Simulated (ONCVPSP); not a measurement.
## Ru (Z = 44), ONCV: configuration errors across variants

```json
{"Element": "ruthenium (Ru)", "Generator": "ONCVPSP 4.0.1", "Type": "optimised norm-conserving Vanderbilt (ONCV)", "Functional": "PBE", "Relativity": "scalar-relativistic", "Frozen core": "[Ar] 3d10", "Valence charge": "16", "Reference configuration": "4s2 4p6 4d7 5s1", "Partial waves": "4s+5s: rc 1.60 bohr, ncon 4, nbas 8, qcut 7.5 1/bohr, 2 projectors; 4p: rc 1.10 bohr, ncon 4, nbas 7, qcut 6.4 1/bohr, 2 projectors, debl 4 Ha; 4d: rc 1.50 bohr, ncon 3, nbas 7, qcut 6.9 1/bohr, 2 projectors, debl 1.4 Ha", "Local potential": "polynomial inside 0.85 bohr (lpopt 5, dvloc0 1 Ha)", "Core correction": "Teter function, fcfact 4.25, rcfact 1.35"}
```

All-electron excitation energies from the reference (eV): (1) 4s2 4p6 4d7 5s0 7.292; (2) 4s2 4p6 4d6 5s0 25.479; (3) 4s2 4p6 4d5 5s0 56.101; (4) 4s2 4p6 4d7.5 5s0.5 -0.317.

1 further variants failed, have other tests or another functional or relativity, and are left out.

Errors AE − PS in meV (a dash: test not solved or not reliable):

```csv
change,(1),(2),(3),(4),bound ghosts,GHOST(+) flags above zero
base,-1.9,-4.1,-4.2,-0.6,none,"s, d"
"local potential polynomial inside 0.85 bohr (lpopt 5, dvloc0 1.5 Ha)",-1.9,-4.0,-4.2,-0.6,none,"s, d"
"core correction Teter function, fcfact 4.25, rcfact 2.1",-5.9,-24,-94,-2.3,none,"s, d"
"local potential polynomial inside 0.85 bohr (lpopt 4, dvloc0 -1 Ha)",-1.9,-4.0,-4.1,-0.6,none,"s, d"
```

(1) Give the same row for: p: rc 1.4.

Results:

(1) -2.0, -4.0, -3.7, -0.6; bound ghosts: none; GHOST(+) flags above zero: s, d.
